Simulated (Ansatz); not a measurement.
Reactions of C4H8Sn (`C=[CH][SnH2][CH]=C`).

Isolated molecules relaxed with PBE0-D4/def2-TZVP in Ansatz; ΔE leaves out vibrations. CCSD(T)/CBS is the MP2 limit (def2-TZVPP, def2-QZVPP) plus CCSD(T) − MP2 in def2-TZVPP, frozen cores. This one scheme is used for every species. DFT in def2-TZVPP. B3LYP here is the variant with VWN-RPA as its local correlation; programs differ in this. Elements past krypton have def2 core potentials. For Ge, Sn outer-core shells are correlated without core-valence functions, which leaves a few kJ/mol of doubt a bond. Scalar relativity is left out up to krypton. Each species was taken in one conformer, which may not be the lowest.

```
                                                                    reaction  ωB97X-V (eV)  ωB97M-V (eV)  HF/CBS(def2) (eV)  B3LYP-D4 (eV)  CCSD(T)/CBS(def2) (eV)
                  `C=[CH][SnH2][CH]=C` + `CCS` → `C=CC(C)S` + `C=[CH][SnH3]`          0.05          0.05               0.11           0.06                    0.12
                    `C=[CH][SnH2][CH]=C` + `C#C` → `C#CC=C` + `C=[CH][SnH3]`         -0.16         -0.14              -0.21          -0.24                   -0.06
        `C=[CH][SnH2][CH]=C` + `N[SiH2]F` → `C=[CH][SnH2][F]` + `C=C[SiH2]N`          0.71          0.76               0.75           0.71                    0.82
   `C=[CH][SnH2][CH]=C` + `B[NH][GeH3]` → `B[N]([GeH3])C=C` + `C=[CH][SnH3]`          0.17          0.19               0.25           0.14                    0.25
`C=[CH][SnH2][CH]=C` + `N[Si](O)(O)F` → `C=[CH][SnH2][F]` + `C=C[Si](N)(O)O`          0.76          0.80               0.86           0.75                    0.87
              `C=[CH][SnH2][CH]=C` + `COC=O` → `C=CC(=O)OC` + `C=[CH][SnH3]`         -0.21         -0.20              -0.25          -0.20                   -0.10
```

Largest T1 diagnostic: 0.015, for `COC=O`.
